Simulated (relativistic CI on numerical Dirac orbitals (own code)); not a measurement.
Ho³³⁺: q coefficients and field-shift factors

These numbers are calculated, not measured: Dirac-Coulomb-Breit CI, KLI orbitals optimised for each configuration, derivatives by finite differences, unscaled Slater integrals, QED left out (own radial code, finite nucleus).

CI space (outside the closed core [Ar] 3d10): 4s2 4p4, 4s 4p5, 4s2 4p3 4d, 4p6, 4s 4p4 4d, 4s2 4p3 4f. Double excitations out of closed p, d and f shells are left out; levels of such configurations are missing from the list, as are those of other unlisted configurations, and high levels can miss mixing partners.

With x = (α/α₀)² − 1 an excitation energy changes as ω = ω₀ + qx; K = 2q/ω₀ is the relative enhancement. Terms are leading LS components, so labels can repeat. The field-shift factor is F = δν/δ⟨r²⟩ for the transition from the lowest level.

Lowest level 4s2 4p4 3P_2.

| Level | ω₀ (cm⁻¹) | q (cm⁻¹) | K | F (GHz/fm²) |
| --- | --- | --- | --- | --- |
| 4s2 4p4 1S_0 | 69916 | 5613 | 0.161 | -1.56 |
| 4s2 4p4 3P_1 | 425854 | 513100 | 2.41 | -46 |
| 4s2 4p4 1D_2 | 459278 | 511600 | 2.23 | -45.8 |
| 4s2 4p4 3P_0 | 915401 | 1.022e+06 | 2.23 | -97.5 |
| 4s 4p5 3P°_2 | 1040557 | 165900 | 0.319 | -206 |
| 4s2 4p3 4d 5D°_1 | 1052804 | 127400 | 0.242 | -138 |
| 4s2 4p3 4d 3P°_0 | 1071190 | 41610 | 0.0777 | 9.97 |
| 4s2 4p3 4d 3F°_3 | 1074897 | 44720 | 0.0832 | 10.8 |
| 4s 4p5 3P°_2 | 1079212 | 334800 | 0.62 | -441 |
| 4s2 4p3 4d 3F°_4 | 1153857 | 131200 | 0.227 | 12.3 |
| 4s 4p5 3P°_1 | 1206385 | 444100 | 0.736 | -539 |
| 4s2 4p3 4d 3D°_2 | 1227576 | 280200 | 0.456 | -212 |
| 4s2 4p3 4d 3D°_3 | 1252014 | 159400 | 0.255 | 8.26 |
| 4s2 4p3 4d 3D°_1 | 1302284 | 240300 | 0.369 | -132 |
| 4s2 4p3 4d 5D°_0 | 1435923 | 646400 | 0.9 | -229 |
| 4s2 4p3 4d 3D°_1 | 1444389 | 575000 | 0.796 | -108 |
| 4s2 4p3 4d 3F°_2 | 1449503 | 540100 | 0.745 | -33.9 |
| 4s2 4p3 4d 3F°_3 | 1474240 | 546500 | 0.741 | -33.5 |
| 4s2 4p3 4d 3G°_4 | 1508448 | 544600 | 0.722 | -33.7 |
| 4s 4p5 3P°_0 | 1510698 | 837000 | 1.11 | -447 |
| 4s2 4p3 4d 3D°_1 | 1532612 | 798900 | 1.04 | -377 |
| 4s2 4p3 4d 3D°_3 | 1539303 | 634700 | 0.825 | -32.4 |
| 4s2 4p3 4d 5D°_4 | 1545584 | 626900 | 0.811 | -31.5 |

At this charge energies of transitions that change n are usually good to better than 1 %, and those within a shell (Δn = 0) to a few per cent.
